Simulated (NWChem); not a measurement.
SnHOCl, singlet; SMILES [OH][Sn][Cl]

```xyz
4

Sn     0.3378     0.4703     0.0000
Cl    -0.1274    -1.8934     0.0000
O     -1.5659     1.0450     0.0000
H     -2.1953     0.3108     0.0000
```
Atoms are numbered in this order, from 1.

Program: NWChem. Low-valent species are run as closed-shell singlets; no triplet was tried in these runs. The geometry was optimised at PBE0/def2-SVP. def2 effective core potentials on Sn; no spin-orbit coupling. Vertical excitations in the gas phase; the lowest state need not have the same character in each row.

| level | lowest excitation, singlet (eV) | oscillator strength of that lowest state | lowest state with f > 0.02, singlet (eV) | orbital gap (eV) |
|---|---|---|---|---|
| PBE/def2-SVPD, full TDDFT | … | … | 4.55 | … |
| B3LYP/def2-SVPD, full TDDFT | 4.14 | 0.023 | 4.14 | 4.98 |
| BHandHLYP/def2-SVPD, full TDDFT | 4.51 | 0.061 | 4.51 | 7.08 |
| PBE0/def2-SVPD, full TDDFT | 4.28 | 0.036 | 4.28 | 5.39 |

Q: Fill in the missing entries.

A: 
- PBE/def2-SVPD, full TDDFT, lowest excitation, singlet (eV): 3.83
- PBE/def2-SVPD, full TDDFT, oscillator strength of that lowest state: 0.010
- PBE/def2-SVPD, full TDDFT, orbital gap (eV): 3.58
